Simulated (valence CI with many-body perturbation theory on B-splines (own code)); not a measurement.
**Tm³⁵⁺: what each term of the Hamiltonian does**

Computed by configuration interaction combined with many-body perturbation theory (CI+MBPT): six valence electrons over a frozen Dirac-Fock core [Ar] 3d10, radial functions for each j: 9 s, 9 p, 8 d, 6 f, 3 g, 1 h, with the one-electron correlation potential Σ1, the two-electron term Σ2, the three-electron term Σ3, Breit, model QED; selected CI, second order for the rest (own B-spline code, finite nucleus).

The last digits are not significant, and no measured levels were compared; by estimate large intervals hold to a few tenths of a per cent, small ones and those within an open d or f shell to about a per cent. Among the levels kept, up to 1000 cm⁻¹ of a level comes from second order outside the variational space, and about a tenth of that is noise between levels of different J, which matters for small intervals.

Each rung adds one term. CI alone is the Dirac-Coulomb CI over the frozen core; QED comes last and gives the full result, which names the levels. Energies are above (4s^2 4p1/2^2 4p3/2^2) J=2 on the same rung, in cm⁻¹.

Levels are named by their leading jj configuration (3d3/2^4 stands for four electrons in 3d with j = 3/2), which in mixed levels can hold well under half, so a name can repeat and another be missing. Letters in brackets count levels of one name in rising energy.

| Level | CI alone | Σ1 | Σ2 | Σ3 | Breit | QED | Full |
| --- | --- | --- | --- | --- | --- | --- | --- |
| (4s^2 4p1/2^2 4p3/2^2) J=0 | 64249 | +26 | -982 | -282 | +300 | -8 | 63302 |
| (4s^2 4p1/2 4p3/2^3) J=1 | 505420 | +1692 | +1583 | +88 | -5845 | +679 | 503617 |
| (4s^2 4p1/2 4p3/2^3) J=2 | 539317 | +1700 | +1115 | -60 | -6140 | +674 | 536606 |
| (4s^2 4p3/2^4) J=0 | 1071220 | +3387 | +2234 | -125 | -11634 | +1310 | 1066390 |
| (4s^2 4p1/2^2 4p3/2 4d3/2) J=2 | 1095610 | -1298 | -1094 | +527 | -2234 | -1332 | 1090180 |
| (4s^2 4p1/2^2 4p3/2 4d3/2) J=1 | 1108760 | -1179 | -1087 | +532 | -2170 | -1615 | 1103240 |
| (4s^2 4p1/2^2 4p3/2 4d3/2) J=0 | 1119320 | -1392 | -1584 | +481 | -2065 | -1223 | 1113540 |
| (4s^2 4p1/2^2 4p3/2 4d3/2) J=3 | 1125170 | -1362 | -1483 | +404 | -2850 | -1074 | 1118810 |
| (4s 4p1/2^2 4p3/2^3) J=2 | 1166240 | +195 | +782 | +718 | -2745 | -3760 | 1161430 |
| (4s^2 4p1/2^2 4p3/2 4d5/2) J=4 | 1222530 | -757 | -1758 | +507 | -5180 | -799 | 1214540 |
| (4s 4p1/2^2 4p3/2^3) J=1 | 1300160 | +271 | -3064 | +291 | -2886 | -3632 | 1291140 |
| (4s^2 4p1/2^2 4p3/2 4d5/2) J=2 | 1308370 | -37 | -4151 | +241 | -3655 | -2806 | 1297960 |
| (4s^2 4p1/2^2 4p3/2 4d5/2) J=3 | 1319970 | -724 | -5374 | +81 | -5099 | -808 | 1308050 |
| (4s^2 4p1/2^2 4p3/2 4d5/2) J=1 | 1379280 | -144 | -5437 | -170 | -3702 | -2445 | 1367380 |
| (4s^2 4p1/2 4p3/2^2 4d3/2) J=0 | 1567790 | +445 | +1136 | +790 | -8110 | -984 | 1561060 |
| (4s^2 4p1/2 4p3/2^2 4d3/2) J=1 [a] | 1571300 | +329 | +463 | +756 | -8105 | -719 | 1564030 |
| (4s^2 4p1/2 4p3/2^2 4d3/2) J=2 [a] | 1574700 | +258 | +437 | +763 | -8429 | -421 | 1567310 |
| (4s^2 4p1/2 4p3/2^2 4d3/2) J=3 [a] | 1600960 | +294 | +166 | +646 | -8904 | -407 | 1592750 |
| (4s^2 4p1/2 4p3/2^2 4d3/2) J=4 | 1634730 | +283 | -150 | +422 | -9152 | -416 | 1625720 |

The middle columns are the shifts that each term adds.

(1) How does the ionisation energy move along the ladder, and which term matters most?

## Answers

(1) CI alone 1543.8, + Σ1 1545.3, + Σ2 1545.6, + Σ3 1545.1, + Breit 1544.1, + QED 1544.0 eV. The largest step is Σ1, 1.4 eV. NIST lists 1542 ± 5 eV (theoretical).
